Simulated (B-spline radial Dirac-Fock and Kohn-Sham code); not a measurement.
Model: multi-electron Dirac-Fock with separately optimised hole states, Breit and Lamb-shift corrections added in first order. Program: an atomic code on a B-spline grid. Free neutral atoms.

Q: Order these X-ray lines by photon energy, lowest first.
A. Tl Lβ15
B. Os Lβ7
C. W Lℓ
D. Re Lγ5
E. Eu Lβ6
F. Pb Lγ6

A: E (6604.8 eV), C (7379.7 eV), B (10779.5 eV), D (11327.6 eV), A (12246.4 eV), F (15178.5 eV).

Values without a named source are computed, but for edge energies of neutral atoms, which are taken from tables.
